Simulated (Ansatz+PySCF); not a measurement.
## quartet RhO: levels of theory in one basis

```yaml
atoms:
  - { symbol: Rh, position_ang: [0.0000, 0.0000, 0.0000] }
  - { symbol: O, position_ang: [0.0000, 0.0000, 1.7160] }
```

Basis set: def2-SVP (spherical functions, with the set's core potentials past Kr). Frozen core: 1 orbital. Correlation on ROHF uses semicanonical orbitals with singles. Charge 0, multiplicity 4.

Computed with Ansatz (development build ahead of 0.2.0); each method stands on the lowest determinant of its kind that the runs found.

| method | E − E(ROHF) (eV) | <S²> of the determinant |
| --- | --- | --- |
| ROHF | 0.00 | 3.75 |
| UHF | -0.30 | 3.78 |
| ROHF-MP2 | -9.50 | – |

**Question.** What does UHF-MP2 give on the same scale?

**Answer.** -9.61 eV.

**Question.** Is a single determinant a sound starting point here?

**Answer.** Only with care. Unrestricted orbitals gain 0.30 eV and <S²> is 3.78 against 3.75 for a pure state, but several determinants compete.

Caution: other spin multiplicities were not run. Caution for ROHF: the determinant may break the point group.
